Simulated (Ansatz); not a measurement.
The same path of BrH + Cl3H3HfOSi (11 atoms, charge 0, multiplicity 1) was run twice with different band settings. Lost on the way: Br10–H11. Made: Hf1–Br10, O2–H11.

Theory: RKS PBE/def2-SVP (Ansatz).

Relaxed end points:

```xyz
11
Properties=species:S:1:pos:R:3
Hf -0.192 0.084 -0.115
O -0.518 -0.370 1.743
Si -1.295 -0.303 3.260
H -2.638 -0.959 3.141
H -0.432 -1.041 4.241
H -1.444 1.135 3.663
Cl 2.050 0.738 -0.384
Cl -1.600 1.900 -0.601
Cl -0.779 -1.737 -1.482
Br 1.861 -3.001 1.909
H 0.898 -1.938 2.068
```

```xyz
11
Properties=species:S:1:pos:R:3
Hf 0.474 -0.390 0.044
O -0.260 -0.967 2.179
Si -1.560 -0.411 3.200
H -2.766 -0.305 2.328
H -1.714 -1.482 4.239
H -1.188 0.890 3.835
Cl 1.508 0.393 -1.918
Cl -0.555 1.663 0.687
Cl -1.036 -1.963 -0.843
Br 2.583 -1.394 1.088
H 0.425 -1.526 2.605
```

Common settings: movable images 9; climbing image yes; optimiser quadratic models (default); start path through a guess of the saddle point; force threshold 0.05 eV/Å; iteration limit 60; end points relaxed.

| run | spring |
| --- | --- |
| 1 | 5.0 eV/Å² |
| 2 | 20.0 eV/Å² |

(1) What does each run give, and how far can it be trusted?

Answers

(1) Run 1: converged after 17 iterations, highest image 0.061 eV above the first end. A vibrational analysis at the climbing image gives one clearly imaginary mode, 164i cm⁻¹: a first-order saddle point.
Run 2: converged after 18 iterations, highest image 0.061 eV above the first end. Another band between the same ends (9 images) ends at a top of the same energy, where a vibrational analysis finds 1 clearly imaginary mode.
The orbitals stay closed-shell, which can raise the energy where a bond breaks towards radicals; this wasn't checked here.
